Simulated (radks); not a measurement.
The numbers below are computed, except where a source is named.
All-electron atom: the rhenium ion Re15+ in [Kr] 4d10 4f12 5s2 (the NIST ground configuration).

Level of theory: Dirac Kohn-Sham, exchange-only PBE, spin-unpolarised, spherical densities, finite nucleus; open shells fill j = l - 1/2 first; Fermi nuclear charge, rms radius 5.3698 fm (a radial shooting solver on a logarithmic mesh with Libxc functionals).

Energy parts (eV):
total: -452625.08
kinetic: 511944.72
electron-nucleus: -1112929.85
Hartree: 156995.54
exchange: -8635.49

Orbitals (lengths in bohr, moments of r in powers of bohr; r(90%) holds 90 % of the orbital's charge):
orbital  occ.  eigenvalue (eV)      <r^2>      <r>  r(90%)  small-component weight
1s1/2       2        -71861.20  0.0004481  0.01804  0.0329                8.02e-02
2s1/2       2        -12718.76   0.006818  0.07559   0.118                1.82e-02
2p1/2       2        -12187.38   0.004858  0.06246   0.104                1.83e-02
2p3/2       4        -10747.29   0.006056  0.07053   0.114                1.65e-02
3s1/2       2        -3190.027    0.04444   0.1969   0.289                6.02e-03
3p1/2       2        -2952.202    0.04071   0.1869   0.281                5.96e-03
3p3/2       4        -2639.205    0.04725   0.2018   0.302                5.44e-03
3d3/2       4        -2238.878    0.03653   0.1764   0.275                5.32e-03
3d5/2       6        -2170.890    0.03832   0.1809   0.280                5.18e-03
4s1/2       2        -911.7366     0.2163   0.4377   0.628                2.02e-03
4p1/2       2        -812.0603     0.2216   0.4413   0.641                1.93e-03
4p3/2       4        -737.6045     0.2543   0.4732   0.686                1.74e-03
4d3/2       4        -573.2557     0.2699   0.4837   0.721                1.56e-03
4d5/2       6        -559.2206     0.2812   0.4939   0.735                1.50e-03
4f5/2       6        -350.0863     0.3227   0.5207   0.826                1.18e-03
4f7/2       6        -347.1769     0.3292   0.5261   0.834                1.16e-03
5s1/2       2        -358.8347     0.9418   0.9201    1.29                6.25e-04
5p1/2       0        -322.8285      1.034   0.9629    1.36                5.75e-04
5p3/2       0        -305.1750      1.152    1.017    1.43                5.32e-04
6s1/2       0        -195.8987      2.888    1.612    2.22                2.97e-04

The highest occupied level is 4f7/2 at -347.18 eV. The density falls to 0.001 e/bohr^3 at r = 1.88 bohr. For comparison, the ionisation energy in NIST's Atomic Spectra Database is 377 eV (theoretical). In exact Kohn-Sham theory the highest level is minus the ionisation energy, but local and semilocal functionals leave it too shallow, through self-interaction and a potential that decays too fast; potentials with the right tail come closer. The electron density at the nucleus is 1.547e+06 e/bohr^3.

Beside tabulated values, note that spin-unpolarised runs miss the spin-polarisation part of the exchange energy of open shells.
